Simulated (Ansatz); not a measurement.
Cost and result for the atomization energy of `F[CH]1[NH][Al]1[SH]` (8 atoms, 8 bonds).

Z-matrix (Å, degrees):
```
C
N 1 1.448
Al 1 1.922 2 60.0
F 1 1.395 2 113.6 3 113.5
H 1 1.092 2 116.9 3 -122.8
H 2 1.009 1 121.0 3 178.0
S 3 2.165 1 170.1 2 170.2
H 7 1.346 3 91.9 1 12.5
```

Charge 0, multiplicity 1. The geometry is a stationary point of PBE0-D4/def2-TZVP. It is one conformer, not always the lowest. Program: Ansatz. All runs use 2 threads of an AMD EPYC 7B13 on a shared host. Times are those of one run each, without the atoms' runs, and a repeat can differ threefold. Electronic energies, without spin–orbit coupling; frozen cores. CCSD(T)/CBS adds CCSD(T) − MP2 in def2-TZVPP to the MP2 limit, and its time is that of the two runs behind it. T1 = 0.014.

CCSD(T)/CBS is a level of theory with its own doubt, some kJ/mol a heavy atom from the limit and from the frozen cores, so smaller differences don't rank the functionals.

```json
{"level": "revPBE-D4/def2-TZVPP", "functions": "219", "wall time": "2.5 s", "atomization (kJ/mol)": "2723.8", "difference from CCSD(T)/CBS": "10.8", "per bond": "1.4"}
{"level": "BLYP-D4/def2-TZVPP", "functions": "219", "wall time": "2.5 s", "atomization (kJ/mol)": "2728.7", "difference from CCSD(T)/CBS": "15.7", "per bond": "2.0"}
{"level": "BHLYP-D4/def2-TZVPP", "functions": "219", "wall time": "3.5 s", "atomization (kJ/mol)": "2576.3", "difference from CCSD(T)/CBS": "-136.7", "per bond": "-17.1"}
{"level": "CAM-B3LYP-D4/def2-TZVPP", "functions": "219", "wall time": "3.7 s", "atomization (kJ/mol)": "2718.5", "difference from CCSD(T)/CBS": "5.5", "per bond": "0.7"}
{"level": "CCSD(T)/def2-SVP", "functions": "93", "wall time": "3.9 s", "atomization (kJ/mol)": "2499.3", "difference from CCSD(T)/CBS": "-213.7", "per bond": "-26.7"}
{"level": "r2SCAN-D4/def2-TZVPP (with forces)", "functions": "219", "wall time": "5.5 s", "atomization (kJ/mol)": "2734.2", "difference from CCSD(T)/CBS": "21.2", "per bond": "2.7"}
{"level": "PBE-QIDH/def2-TZVPP", "functions": "219", "wall time": "6 s", "atomization (kJ/mol)": "2685.1", "difference from CCSD(T)/CBS": "-27.9", "per bond": "-3.5"}
{"level": "ωB97X-V/def2-TZVPP", "functions": "219", "wall time": "8.5 s", "atomization (kJ/mol)": "2733.8", "difference from CCSD(T)/CBS": "20.8", "per bond": "2.6"}
{"level": "B97M-V/def2-TZVPP", "functions": "219", "wall time": "9 s", "atomization (kJ/mol)": "2737.6", "difference from CCSD(T)/CBS": "24.6", "per bond": "3.1"}
{"level": "ωB97M-V/def2-TZVPP (with forces)", "functions": "219", "wall time": "12 s", "atomization (kJ/mol)": "2734.1", "difference from CCSD(T)/CBS": "21.1", "per bond": "2.6"}
{"level": "MP2/def2-QZVPP", "functions": "401", "wall time": "19 s", "atomization (kJ/mol)": "2757.0", "difference from CCSD(T)/CBS": "44.0", "per bond": "5.5"}
{"level": "CCSD(T)/def2-TZVPP", "functions": "219", "wall time": "97 s", "atomization (kJ/mol)": "2612.3", "difference from CCSD(T)/CBS": "-100.7", "per bond": "-12.6"}
{"level": "CCSD(T)/CBS(def2)", "functions": "–", "wall time": "120 s", "atomization (kJ/mol)": "2713.0", "difference from CCSD(T)/CBS": "0.0", "per bond": "0.0"}
```

At CCSD(T), def2-SVP lies −213.7 kJ/mol from the extrapolated value and def2-TZVPP −100.7 kJ/mol: correlation converges slowly with the basis, and small sets miss more of it in the bonded molecule than in its fragments. From r2SCAN to r2SCAN0 (25 % exact exchange), in def2-TZVPP and without D4, the atomization energy moves by −80.2 kJ/mol: exact exchange takes away binding that semilocal exchange gives to molecules. The D4 term adds +25.6 kJ/mol with B3LYP and +13.4 kJ/mol with PBE0; it sums over pairs of atoms, weighted by their polarisabilities, and B3LYP, whose exchange is more repulsive, gets the larger term.

B3LYP here is the variant with VWN-RPA as its local correlation; programs differ in this.
